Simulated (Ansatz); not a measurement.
## Which method gave which barrier?

Saddle point of SiAsH7S, closed shell (SiH₄S ([SiH3][SH]) + AsH₃ → SiAsH₅ ([SiH3][AsH2]) + H₂S; bonds formed: Si1–As7, S2–H6; bonds broken: Si1–S2, H6–As7), PBE0-D4/def2-TZVP structure:

Si1  (-0.612, 0.645, 0.882)
S2  (1.586, 0.996, -0.020)
H3  (-1.471, 1.604, 0.153)
H4  (-0.147, 1.387, 2.103)
H5  (-1.242, -0.548, 1.518)
H6  (0.781, 0.083, -0.866)
As7  (-0.913, -1.084, -1.218)
H8  (2.053, -0.075, 0.643)
H9  (0.021, -2.188, -0.734)
H10  (-0.057, -0.820, -2.461)
(Å)

Program: Ansatz 0.2.0. Basis: def2-TZVPP, with def2-QZVPP for the basis limit. Cores are frozen in the correlated methods. Filled d shells of the heavier atoms are correlated. The def2 sets are not built for correlating such inner shells, so the correlated values are less sure here. B3LYP uses VWN-RPA correlation. Extrapolation: Hartree–Fock as exp(−7.88 √X), correlation as X^−2.97. Four methods, as single points on the PBE0-D4 structures, gave these electronic barriers from the start structure: 39.82, 55.64, 62.72, 78.84 kcal/mol.

Task: The methods were, in alphabetical order, B3LYP-D4, BHLYP-D4, HF, SPW92. Which gave which? (Judge from chemistry; the calculation decides.)

Result: The calculation gives: SPW92 39.82; B3LYP-D4 55.64; BHLYP-D4 62.72; HF 78.84 kcal/mol. For comparison, CCSD(T) at an estimated basis limit (MP2 extrapolated from triple and quadruple zeta, plus CCSD(T) − MP2 in triple zeta) gives 57.71 kcal/mol.

The T1 diagnostic stays at or below 0.013.

Labels in which every atom is bracketed show which atoms are joined, not bond orders.

For scale, one of the runs: CCSD(T)/def2-TZVPP, 230 basis functions, launched by `ansatz run in.yaml --threads 4 --pin off --events-out ev --progress --plain --max-ram 9574MiB`. Hardware: 4 CPU threads of an Arm Neoverse V2, shared host. Wall time 86 s; peak host memory 3.6 GiB.
